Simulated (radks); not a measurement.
Values are calculated unless marked as measured or tabulated.
Initial-state core-level shifts of the cadmium ion Cd3+ when its valence configuration changes from [Kr] 4d9. Code: a radial shooting solver on a logarithmic mesh with Libxc functionals. Model: scalar-relativistic Kohn-Sham, PBE, spin-polarised, spherical densities, finite nucleus; open shells are filled with parallel spins first (spin-orbit coupling, left out, can overturn this in heavy ions); Fermi nuclear charge, rms radius 4.6087 fm. Shifts are changes of the shell-averaged eigenvalues in eV (positive: less bound); the change of the density at the nucleus, which sets a Mossbauer isomer shift, is in e/bohr^3, on a base of 1.637e+05.

| valence | 1s | 2s | 3p | 4s | density at nucleus |
|---|---|---|---|---|---|
| 4d7 5p2 | -15.467 | -16.280 | -15.765 | -13.812 | +13.17 |
| 4d6 5s1 5p2 | -22.244 | -23.568 | -22.669 | -19.417 | +74.04 |
| 4d8 5s1 | -6.349 | -6.744 | -6.498 | -5.641 | +50.49 |
| 4d7.5 5p1.5 | -11.540 | -12.125 | -11.765 | -10.386 | +9.47 |
| 4d8 5p1 | -7.652 | -8.025 | -7.802 | -6.938 | +6.03 |
| 4d7 5s1 5p1 | -14.220 | -15.048 | -14.512 | -12.577 | +61.70 |
| 4d6 5p3 | -23.439 | -24.754 | -23.876 | -20.593 | +21.36 |
| 4d6.5 5s1 5p1.5 | -18.213 | -19.281 | -18.572 | -16.010 | +67.72 |
| 4d7 5s2 | -13.096 | -13.919 | -13.363 | -11.468 | +106.76 |
